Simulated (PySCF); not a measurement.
Computed IR spectrum (relative IR intensity) of a molecule C₄H₆BFO. The structure is a stationary point at B3LYP-D3(BJ)/def2-SVP. The values are those of a single conformer. All values below come from B3LYP-D3(BJ)/def2-SVP (PySCF). Frequencies are harmonic and unscaled.

Lines under 2 % of the strongest are left out, and lines within 2 cm⁻¹ are merged.

| ν (cm⁻¹) | relative intensity |
|---|---|
| 305 | 2.6 |
| 485 | 3.8 |
| 545 | 3.7 |
| 568 | 2.4 |
| 756 | 7.0 |
| 992 | 30 |
| 1074 | 2.8 |
| 1115 | 12 |
| 1183 | 19 |
| 1219 | 8.0 |
| 1265 | 10.0 |
| 1290 | 2.1 |
| 1328 | 10 |
| 1387 | 7.7 |
| 1417 | 4.4 |
| 1460 | 100 |
| 1483 | 8.2 |
| 1820 | 55 |
| 2985 | 3.9 |
| 3007 | 3.9 |
| 3043 | 13 |
| 3096 | 4.8 |
| 3099 | 7.3 |
| 3105 | 5.1 |

Q: Which molecule gave these data?
A. O=C1CCCB1F
B. CC1=C(F)B(O)C1
C. C=C=C(C)B(O)F
D. C/C=C1/COB1F

A: A, O=C1CCCB1F
